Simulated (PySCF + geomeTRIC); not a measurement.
Method: BP86-D3(BJ)/def2-SVP (PySCF + geomeTRIC). fastk is a local helper that only speeds up exchange builds. No frequencies were computed at this level.

```python
import json, numpy as np
from pyscf import gto, dft
from fastk import lowrank_exchange
atoms = """
Zn    -0.000000    -0.000001     0.000000
Br     2.056594    -0.939911     0.299768
Br    -2.056599     0.939898    -0.299768
"""
def scf(charge, spin, dm0=None):
    mol = gto.M(atom=atoms, basis='def2-svp', ecp={}, charge=charge, spin=spin, verbose=3, max_memory=3360)
    mf = dft.KS(mol, xc='bp86').density_fit(auxbasis="def2-universal-jkfit")
    mf.disp = 'd3bj'
    mf.grids.level = 3
    mf.conv_tol = 1e-8
    mf.max_cycle = 120
    mf.level_shift = 0.25
    mf.kernel(dm0)
    if not mf.converged:
        mf = mf.newton().run(mf.mo_coeff, mf.mo_occ).undo_soscf()
    return mf
mf = scf(0, 0)
from pyscf.geomopt.geometric_solver import kernel as optimize
path = []
done, mol = optimize(mf, maxsteps=120, assert_convergence=False, callback=lambda env: path.append((env["energy"], bool(env["g_scanner"].converged))))
res = dict(converged=bool(done and path[-1][1]), energy=path[-1][0], path=[e for e, c in path], xyz=mol.atom_coords(unit="Angstrom").tolist(), nao=mol.nao)
json.dump(res, open("result.json", "w"))
```

Output:

```
converged SCF energy = -6927.74346679355
Geometry optimization cycle 1
converged SCF energy = -6927.74346679093
cycle 1: E = -6927.74346679  dE = -6927.74  norm(grad) = 0.0148096
Geometry optimization cycle 2
converged SCF energy = -6927.74434000931
cycle 2: E = -6927.74434001  dE = -0.000873218  norm(grad) = 0.00312948
Geometry optimization cycle 3
converged SCF energy = -6927.74437543158
cycle 3: E = -6927.74437543  dE = -3.54223e-05  norm(grad) = 0.000342424
Geometry optimization cycle 4
converged SCF energy = -6927.74437644625
cycle 4: E = -6927.74437645  dE = -1.01467e-06  norm(grad) = 7.97341e-05
Geometry optimization cycle 5
converged SCF energy = -6927.74437753196
cycle 5: E = -6927.74437753  dE = -1.0857e-06  norm(grad) = 0.000178929
Geometry optimization cycle 6
converged SCF energy = -6927.74438313819
cycle 6: E = -6927.74438314  dE = -5.60623e-06  norm(grad) = 0.000720887
Geometry optimization cycle 7
converged SCF energy = -6927.74439018775
cycle 7: E = -6927.74439019  dE = -7.04956e-06  norm(grad) = 0.00119981
Geometry optimization cycle 8
converged SCF energy = -6927.74439297918
cycle 8: E = -6927.74439298  dE = -2.79143e-06  norm(grad) = 0.000812995
Geometry optimization cycle 9
converged SCF energy = -6927.74439614384
cycle 9: E = -6927.74439614  dE = -3.16466e-06  norm(grad) = 3.01215e-05
Geometry optimization cycle 10
converged SCF energy = -6927.74439588515
cycle 10: E = -6927.74439589  dE = 2.58686e-07  norm(grad) = 3.52428e-05
<class 'geometric.internal.Distance'> : 2
<class 'geometric.internal.LinearAngle'> : 2
<class 'geometric.internal.TranslationX'> : 1
<class 'geometric.internal.TranslationY'> : 1
<class 'geometric.internal.TranslationZ'> : 1
<class 'geometric.internal.RotationA'> : 1
<class 'geometric.internal.RotationB'> : 1
<class 'geometric.internal.RotationC'> : 1
Step    0 : Gradient = 8.550e-03/1.047e-02 (rms/max) Energy = -6927.7434667909
Step    1 : Displace = 2.942e-02/3.604e-02 (rms/max) Trust = 1.000e-01 (=) Grad = 1.807e-03/2.213e-03 (rms/max) E (change) = -6927.7443400093 (-8.732e-04) Quality = 1.224
Step    2 : Displace = 7.890e-03/9.664e-03 (rms/max) Trust = 1.414e-01 (+) Grad = 1.977e-04/2.421e-04 (rms/max) E (change) = -6927.7443754316 (-3.542e-05) Quality = 0.872
Step    3 : Displace = 7.169e-04/8.780e-04 (rms/max) Trust = 2.000e-01 (+) Grad = 4.603e-05/5.639e-05 (rms/max) E (change) = -6927.7443764463 (-1.015e-06) Quality = 1.800
Step    4 : Displace = 3.677e-04/4.504e-04 (rms/max) Trust = 2.828e-01 (+) Grad = 1.033e-04/1.265e-04 (rms/max) E (change) = -6927.7443775320 (-1.086e-06) Quality = 2.714
Step    5 : Displace = 1.207e-03/1.479e-03 (rms/max) Trust = 3.000e-01 (+) Grad = 4.162e-04/5.097e-04 (rms/max) E (change) = -6927.7443831382 (-5.606e-06) Quality = 2.419
Step    6 : Displace = 1.030e-03/1.262e-03 (rms/max) Trust = 3.000e-01 (=) Grad = 6.927e-04/8.484e-04 (rms/max) E (change) = -6927.7443901877 (-7.050e-06) Quality = 2.059
Step    7 : Displace = 8.804e-04/1.078e-03 (rms/max) Trust = 3.000e-01 (=) Grad = 4.694e-04/5.749e-04 (rms/max) E (change) = -6927.7443929792 (-2.791e-06) Quality = 1.557
Step    8 : Displace = 1.842e-03/2.256e-03 (rms/max) Trust = 3.000e-01 (=) Grad = 1.739e-05/2.138e-05 (rms/max) E (change) = -6927.7443961438 (-3.165e-06) Quality = 1.095
Step    9 : Displace = 3.282e-05/4.018e-05 (rms/max) Trust = 3.000e-01 (=) Grad = 2.035e-05/2.498e-05 (rms/max) E (change) = -6927.7443958852 (+2.587e-07) Quality = -5.104
Converged! =D
```

Cost: around 80 core-seconds (rough).
